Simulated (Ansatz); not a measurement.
Program: Ansatz. Geometries: PBE0-D4/def2-TZVP. ΔE: electronic, gas phase. CCSD(T)/CBS adds triple-zeta CCSD(T) − MP2 to the extrapolated MP2 energy (def2 sets, frozen cores). This one scheme is used for every species. DFT in def2-TZVPP. B3LYP here is the variant with VWN-RPA as its local correlation; programs differ in this. For Br outer-core shells are correlated without core-valence functions, which leaves a few kJ/mol of doubt a bond. Scalar relativity is left out up to krypton. Each species was taken in one conformer, which may not be the lowest.

`O[SiH](O)Br` + `C=N` → `C=N[SiH](O)Br` + H₂O  (ligand exchange at the Si–O bond)

`O[SiH](O)Br`:

```xyz
7

O     0.815    0.614    1.221
Si    0.289    0.111   -0.228
O    -1.302    0.433   -0.383
Br    0.554   -2.088   -0.490
H     0.353    0.314    2.006
H     1.127    0.789   -1.227
H    -1.835   -0.174   -0.898
```

`C=N`:

Z-matrix (Å, degrees):
```
C
N 1 1.261
H 1 1.096 2 124.9
H 1 1.092 2 118.8 3 -180.0
H 2 1.021 1 111.0 3 -0.0
```

`C=N[SiH](O)Br`:

```xyz
9

C    -1.738    0.085   -0.411
N    -0.523   -0.039   -0.715
Si    0.774   -0.128    0.424
O     1.939    0.929    0.013
Br    1.502   -2.220    0.332
H    -2.500    0.147   -1.196
H    -2.117    0.137    0.622
H     0.402    0.179    1.821
H     2.261    0.910   -0.890
```

H₂O:

Z-matrix (Å, degrees):
```
O
H 1 0.960
H 1 0.960 2 105.1
```

(1) Is it downhill or uphill in electronic energy at CCSD(T)/CBS, and by how much? (Best estimate.)

(2) What do these levels give: r2SCAN-D4, PBE0-D4, B3LYP-D4, ωB97X-V, r2SCAN, PBE0, B3LYP, MP2/def2-TZVPP, SCS-MP2/def2-TZVPP, HF/def2-QZVPP, MP2/CBS(def2), CCSD/CBS(def2)? (Estimate.)

Largest T1 diagnostic among the species: 0.012.

Answers

(1) The calculation gave: Uphill: ΔE = +0.63 eV.

(2) Ansatz gave: r2SCAN-D4 0.67, PBE0-D4 0.61, B3LYP-D4 0.64, ωB97X-V 0.67, r2SCAN 0.68, PBE0 0.65, B3LYP 0.70, MP2/def2-TZVPP 0.62, SCS-MP2/def2-TZVPP 0.66, HF/def2-QZVPP 0.74, MP2/CBS(def2) 0.59, CCSD/CBS(def2) 0.65 eV.

The D4 term adds −0.06 eV with B3LYP and −0.04 eV with PBE0; it sums over pairs of atoms, weighted by their polarisabilities, and B3LYP, whose exchange is more repulsive, gets the larger term. In def2-TZVPP, CCSD(T) changes the Hartree–Fock value by −0.09 eV (the triples alone add −0.02 eV) and MP2 by −0.13 eV.
